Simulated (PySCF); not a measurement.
C4H8O, charge -1, doublet, at a GFN2-xTB geometry (a state made from the parent by changing its charge; the spin is typed, not shown lowest); MP2/def2-SVP run with PySCF.

PySCF was given this input:
```python
from pyscf import gto, scf, mp

mol = gto.M(
    atom='''
C     1.789616    0.607370   -0.177484
C     0.836877   -0.343228    0.593321
C    -0.585416   -0.385536    0.073627
C    -1.395020    0.866739    0.369640
O    -0.897984   -1.150200   -0.946666
H     2.815315    0.560840    0.206518
H     1.439813    1.635704   -0.095729
H     1.796552    0.329602   -1.229111
H     1.259942   -1.352352    0.532575
H     0.844227   -0.032887    1.651484
H    -1.075464    1.763920   -0.201119
H    -1.329792    1.132601    1.433959
H    -2.443059    0.692106    0.120124
''',
    basis='def2-svp',
    charge=-1,
    spin=1,
    verbose=4,
)

mf = scf.UHF(mol)
mf.kernel()

pt = mp.MP2(mf, frozen=5)
pt.kernel()
print('E(MP2) = %.10f' % pt.e_tot)
```

It wrote (shortened):

```
PySCF version 2.14.0

[INPUT] verbose = 4
[INPUT] num. atoms = 13
[INPUT] num. electrons = 41
[INPUT] charge = -1
[INPUT] spin (= nelec alpha-beta = 2S) = 1
[INPUT] symmetry False subgroup None
[INPUT] Mole.unit = angstrom
[INPUT] Symbol           X                Y                Z      unit          X                Y                Z       unit  Magmom
[INPUT]  1 C      1.789616000000   0.607370000000  -0.177484000000 AA    3.381884108140   1.147762956277  -0.335396151492 Bohr   0.0
[INPUT]  2 C      0.836877000000  -0.343228000000   0.593321000000 AA    1.581468329948  -0.648606918282   1.121214193953 Bohr   0.0
[INPUT]  3 C     -0.585416000000  -0.385536000000   0.073627000000 AA   -1.106275908938  -0.728557451160   0.139134865373 Bohr   0.0
[INPUT]  4 C     -1.395020000000   0.866739000000   0.369640000000 AA   -2.636205738291   1.637899331479   0.698518364684 Bohr   0.0
[INPUT]  5 O     -0.897984000000  -1.150200000000  -0.946666000000 AA   -1.696943824241  -2.173562988475  -1.788939471438 Bohr   0.0
[INPUT]  6 H      2.815315000000   0.560840000000   0.206518000000 AA    5.320174304380   1.059833999701   0.390262459793 Bohr   0.0
[INPUT]  7 H      1.439813000000   1.635704000000  -0.095729000000 AA    2.720852240588   3.091032580856  -0.180901592178 Bohr   0.0
[INPUT]  8 H      1.796552000000   0.329602000000  -1.229111000000 AA    3.394991248540   0.622857510109  -2.322683166690 Bohr   0.0
[INPUT]  9 H      1.259942000000  -1.352352000000   0.532575000000 AA    2.380945312837  -2.555574904008   1.006420890790 Bohr   0.0
[INPUT] 10 H      0.844227000000  -0.032887000000   1.651484000000 AA    1.595357816963  -0.062147423059   3.120852459101 Bohr   0.0
[INPUT] 11 H     -1.075464000000   1.763920000000  -0.201119000000 AA   -2.032332416829   3.333325705643  -0.380059828446 Bohr   0.0
[INPUT] 12 H     -1.329792000000   1.132601000000   1.433959000000 AA   -2.512942682638   2.140305698409   2.709789783855 Bohr   0.0
[INPUT] 13 H     -2.443059000000   0.692106000000   0.120124000000 AA   -4.616712416154   1.307890789168   0.227001460987 Bohr   0.0

nuclear repulsion = 173.489886988366
number of shells = 54
number of NR pGTOs = 176
number of NR cGTOs = 110
basis = def2-svp
ecp = {}

******** <class 'pyscf.scf.uhf.UHF'> ********
method = UHF
initial guess = minao
damping factor = 0
level_shift factor = 0
DIIS = <class 'pyscf.scf.diis.CDIIS'>
diis_start_cycle = 1
diis_space = 8
diis_damp = 0
SCF conv_tol = 1e-09
SCF conv_tol_grad = None
SCF max_cycles = 50
direct_scf = True
direct_scf_tol = 1e-13
number electrons alpha = 21  beta = 20
Set gradient conv threshold to 3.16228e-05
init E= -231.186096412441

cycle= 1 E= -230.575477702975  delta_E= 0.611  |g|= 0.558  |ddm|= 2.62
cycle= 2 E= -230.670180452437  delta_E= -0.0947  |g|=  0.4  |ddm|= 1.67
cycle= 3 E= -230.73252796559  delta_E= -0.0623  |g|= 0.0581  |ddm|= 0.814
cycle= 4 E= -230.735853514965  delta_E= -0.00333  |g|= 0.0206  |ddm|= 0.199
cycle= 5 E= -230.736322089199  delta_E= -0.000469  |g|= 0.0105  |ddm|= 0.0654
cycle= 6 E= -230.73656209778  delta_E= -0.00024  |g|= 0.00598  |ddm|= 0.0709
cycle= 7 E= -230.736654907422  delta_E= -9.28e-05  |g|= 0.00303  |ddm|= 0.0391
cycle= 8 E= -230.736686820323  delta_E= -3.19e-05  |g|= 0.00144  |ddm|= 0.0216
cycle= 9 E= -230.736695025315  delta_E= -8.2e-06  |g|= 0.000669  |ddm|= 0.0118
cycle= 10 E= -230.736696392211  delta_E= -1.37e-06  |g|= 0.000288  |ddm|= 0.00479
cycle= 11 E= -230.736696598817  delta_E= -2.07e-07  |g|= 9.92e-05  |ddm|= 0.00202
cycle= 12 E= -230.736696617325  delta_E= -1.85e-08  |g|= 5.07e-05  |ddm|= 0.000649
cycle= 13 E= -230.736696622088  delta_E= -4.76e-09  |g|= 2.28e-05  |ddm|= 0.000286
cycle= 14 E= -230.736696623121  delta_E= -1.03e-09  |g|= 9.52e-06  |ddm|= 0.00021
cycle= 15 E= -230.736696623321  delta_E= -1.99e-10  |g|= 3.79e-06  |ddm|= 5.88e-05
Extra cycle  E= -230.73669662334  delta_E= -1.93e-11  |g|= 2.46e-06  |ddm|= 1.3e-05
converged SCF energy = -230.73669662334  <S^2> = 0.7667159  2S+1 = 2.0166466

******** <class 'pyscf.mp.ump2.UMP2'> ********
nocc = (np.int64(16), np.int64(15)), nmo = (105, 105)
frozen orbitals 5
E(UMP2) = -231.486099073381  E_corr = -0.74940245004145
E(SCS-UMP2) = -231.477941462571  E_corr = -0.741244839230614
E_corr(same-spin) = -0.182351654791298
E_corr(oppo-spin) = -0.567050795250151
E(MP2) = -231.4860990734
```
